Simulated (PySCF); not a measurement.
Os(O)3(OH)2 (H2O5Os), SMILES [O]=[Os]([OH])(=[O])(=[O])[OH], multiplicity 1. Atoms are numbered in the order given.

```xyz
8

Os     0.0000     0.0000    -0.0284
O     -1.6045    -0.1730     0.5792
O      1.6045     0.1730     0.5792
O      0.0000     0.0000    -1.7292
O      0.2424    -1.8767     0.3620
H     -0.6066    -2.3383     0.4655
O     -0.2424     1.8767     0.3620
H      0.6066     2.3383     0.4655
```
Charge 0, spin multiplicity 1.

Geometry optimised at B3LYP-D3(BJ)/def2-SVP. The multiplicity is an assumed one; other spin states were not compared. The def2 effective core potentials stand for the cores of Os; spin–orbit coupling is left out. Other conformers were not sampled.

Level of theory: PBE/def2-TZVP in PySCF.

Isolated molecule, no solvent.

Problem. Estimate the frontier levels, gap, dipole moment and polarisability. (An estimate is asked for; the answer gives what the named calculation found.)

Solution. 
| Quantity | Result |
|---|---|
| highest occupied level | -8.16 eV |
| lowest empty level | -5.58 eV |
| orbital gap | 2.58 eV |
| dipole moment | 0.22 D |
| quadrupole, principal values (traceless, Buckingham form, about the centre of nuclear charge) | -10.73, -2.90, 13.63 D·Å |
| mean static polarisability | 61.0 bohr³ (9.04 Å³) |
| polarisability, principal values | 51.0, 60.8, 71.1 bohr³ |
